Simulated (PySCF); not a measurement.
# Converging SnSe in the basis (PBE0)

PySCF, UKS reference; singlet, unpaired electrons none; De to Sn + Se without counterpoise correction.

```json
{"basis": "cc-pVDZ-PP", "relativity": "scalar-relativistic core potentials", "functions": "46", "Re (Å)": "2.338", "ωe (cm⁻¹)": "337", "De (eV)": "4.47", "μ (D)": "-2.99"}
{"basis": "def2-SVP", "relativity": "scalar-relativistic core potentials", "functions": "58", "Re (Å)": "2.339", "ωe (cm⁻¹)": "339", "De (eV)": "4.53", "μ (D)": "-2.91"}
{"basis": "def2-TZVPP", "relativity": "scalar-relativistic core potentials", "functions": "98", "Re (Å)": "2.325", "ωe (cm⁻¹)": "339", "De (eV)": "4.60", "μ (D)": "-3.13"}
```

**Question.** How does each smaller set differ from the one with most functions, def2-TZVPP?

**Answer.** cc-pVDZ-PP: +1.3 pm, -0.6 % in ωe, -0.13 eV in De; def2-SVP: +1.4 pm, +0.0 % in ωe, -0.07 eV in De. All at PBE0; the set with most functions is neither the basis-set limit nor always the best.

A positive dipole means Sn(−)Se(+). These are scalar-relativistic numbers at best; spin–orbit coupling would shift them, the dissociation energy most.
